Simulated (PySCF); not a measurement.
# Relaxation of doublet GaH2

Computed with UPBE0 in PySCF with Ga def2-TZVP, H def2-TZVP; no relativity; density-fitted integrals. A (50,194) grid was used.

A hand-made linear start, of D∞h symmetry, held to at least that symmetry:

```xyz
3
charge 0 multiplicity 2, angstrom
Ga    0.0000    0.0000    0.0000
H     0.0000    0.0000    1.5600
H     0.0000    0.0000   -1.5600
```

Optimiser trace:
| step | E − E(last) (kJ/mol) | largest gradient (Eh/bohr) |
| --- | --- | --- |
| 0 | 1.97 | 0.01067 |
| 1 | 0.25 | 0.00392 |
| 2 | 0.00 | 0.00033 |
| 3 | 0.00 | 0.00001 |

It ends at D∞h with Ga–H 1.524 Å (×2); H–Ga–H 180.0°. A frequency run shows 2 imaginary modes, down to 1140i cm⁻¹, so it is a higher-order saddle point. Other isomers or separated fragments may lie lower.

Final geometry:
```xyz
3
charge 0 multiplicity 2, angstrom
Ga    0.0000    0.0000    0.0000
H     0.0000    0.0000    1.5238
H     0.0000    0.0000   -1.5238
```
